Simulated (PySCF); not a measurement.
Isomers of C5H6F5P, one GFN2-xTB conformer each. Single-point energies are computed at PBE0/pcSseg-1 (PySCF, gas phase, no added dispersion term), electronic only.

| SMILES | GFN2-xTB relative energy (kcal/mol) |
| --- | --- |
| C=CP(C)C(F)(F)C(F)(F)F | 5.0 |
| CC/C=P\C(F)(F)C(F)(F)F | 4.5 |
| CC(C)=PC(F)(F)C(F)(F)F | 0.0 |

Conformers: `[CH2:1]=[CH:2][P:3]([CH3:4])[C:5]([F:6])([F:7])[C:8]([F:9])([F:10])[F:11]` with C1–C2–P3–C4 29°, C2–P3–C5–F6 -42°; `[CH3:1][CH2:2]/[CH:3]=[P:4]\[C:5]([F:6])([F:7])[C:8]([F:9])([F:10])[F:11]` with C1–C2–C3–P4 152°, C3–P4–C5–F6 55°; `[CH3:1][C:2]([CH3:3])=[P:4][C:5]([F:6])([F:7])[C:8]([F:9])([F:10])[F:11]` with C2–P4–C5–F6 -55°.

Question: What does PBE0/pcSseg-1 give for the same structures?

Answer: 
```json
{"SMILES": "CC(C)=PC(F)(F)C(F)(F)F", "PBE0/pcSseg-1 E (Eh)": "-1033.78365", "PBE0/pcSseg-1 (kcal/mol)": "0.0", "GFN2-xTB (kcal/mol)": "0.0", "point group": "C1"}
{"SMILES": "C=CP(C)C(F)(F)C(F)(F)F", "PBE0/pcSseg-1 E (Eh)": "-1033.78342", "PBE0/pcSseg-1 (kcal/mol)": "0.1", "GFN2-xTB (kcal/mol)": "5.0", "point group": "C1"}
{"SMILES": "CC/C=P\\C(F)(F)C(F)(F)F", "PBE0/pcSseg-1 E (Eh)": "-1033.77860", "PBE0/pcSseg-1 (kcal/mol)": "3.2", "GFN2-xTB (kcal/mol)": "4.5", "point group": "C1"}
```

Both levels put the same isomer lowest; measured from each level's own lowest isomer, the values differ by up to 4.9 kcal/mol (C=CP(C)C(F)(F)C(F)(F)F: 5.0 against 0.1). Neighbours under 2.5 kcal/mol apart (CC(C)=PC(F)(F)C(F)(F)F and C=CP(C)C(F)(F)C(F)(F)F) can change places with a better method, another conformer or zero-point energy.

Question: Which frontier levels, dipoles and rotational constants go with these structures?

Answer: 
```
                SMILES  HOMO (eV, PBE0/pcSseg-1)  LUMO (eV)  dipole (D)       A, B, C (MHz)
CC(C)=PC(F)(F)C(F)(F)F                     -7.42      -2.01        3.48  1824, 624.9, 560.8
C=CP(C)C(F)(F)C(F)(F)F                     -7.30      -0.60        2.59  1490, 751.6, 658.4
CC/C=P\C(F)(F)C(F)(F)F                     -7.83      -2.19        2.86  1927, 563.5, 521.1
```

Question: As an exercise, what shares would exp(−E/RT) give at 1000 K from these electronic energies alone (no entropy, no degeneracies)?

Answer: RT = 1.987 kcal/mol: CC(C)=PC(F)(F)C(F)(F)F 46.9 %, C=CP(C)C(F)(F)C(F)(F)F 43.6 %, CC/C=P\C(F)(F)C(F)(F)F 9.5 %.
